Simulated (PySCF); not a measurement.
Species: `[SiH3]S[SiH]1C[SiH2]C1`. The columns A, B, C and D hold Mulliken, IAO, Hirshfeld and ESP-fitted charges (e) of one PBE0/pcSseg-1 density (PySCF), in a shuffled order. Coordinates in Å (GFN2-xTB); the density's dipole moment is (-1.26, -0.62, 1.08) D.

```
atom       x       y       z       A       B       C       D
 Si1   2.496  -0.014   0.903  +0.298  +0.459  +0.546  +0.329
  S2   1.977   0.767  -1.018  -0.183  -0.521  -0.426  -0.387
 Si3  -0.171   0.563  -1.138  +0.345  +0.734  +0.832  +0.517
  C4  -1.119   1.255   0.377  -0.259  -0.822  -0.843  -0.590
 Si5  -1.620  -0.509   0.945  +0.342  +0.636  +0.752  +0.571
  C6  -0.834  -1.174  -0.676  -0.259  -0.822  -0.843  -0.604
  H7   3.937   0.161   0.947  -0.065  -0.056  -0.095  -0.028
  H8   1.811   0.751   1.940  -0.071  -0.067  -0.121  -0.054
  H9   2.108  -1.419   0.973  -0.071  -0.065  -0.121  -0.053
 H10  -0.453   1.105  -2.460  -0.069  -0.031  -0.106  -0.054
 H11  -1.965   1.877   0.096  +0.039  +0.168  +0.166  +0.160
 H12  -0.533   1.834   1.085  +0.033  +0.177  +0.164  +0.136
 H13  -3.062  -0.727   1.064  -0.075  -0.068  -0.116  -0.121
 H14  -0.932  -0.956   2.160  -0.075  -0.068  -0.120  -0.126
 H15  -1.561  -1.553  -1.388  +0.039  +0.168  +0.166  +0.167
 H16  -0.086  -1.952  -0.555  +0.033  +0.177  +0.164  +0.138
```

Question: Which column most likely holds the ESP-fitted charges?

Answer: D. Σ q r misses the density's dipole by 0.04 D (D), 0.26 D (C), 1.14 D (A), 1.21 D (B). Charges fitted to the outside potential are the only set here that is tied to the molecule's multipoles.

Question: And the Hirshfeld charges?

Answer: A. The mean sizes are 0.141 e (A), 0.252 e (D), 0.315 e (B), 0.349 e (C), and Hirshfeld charges are commonly the smallest of these schemes.

As computed, A = Hirshfeld, B = Mulliken, C = IAO, D = ESP-fitted. Hydrogens on carbon: Hirshfeld +0.03 to +0.04, Mulliken +0.17 to +0.18, IAO +0.16 to +0.17, ESP-fitted +0.14 to +0.17 e.

The IAO scheme projects the occupied orbitals on a minimal set of polarised atomic orbitals and counts the electrons in each atom's part of it. The Hirshfeld scheme divides the density at each point in proportion to the densities of the neutral, spherically averaged free atoms.

The structure is a single GFN2-xTB conformer in the gas phase; no vibrational or solvent corrections.

Conformer computed: `[SiH3:1][S:2][SiH:3]1[CH2:4][SiH2:5][CH2:6]1`: Si1–S2–Si3–C4 50°.
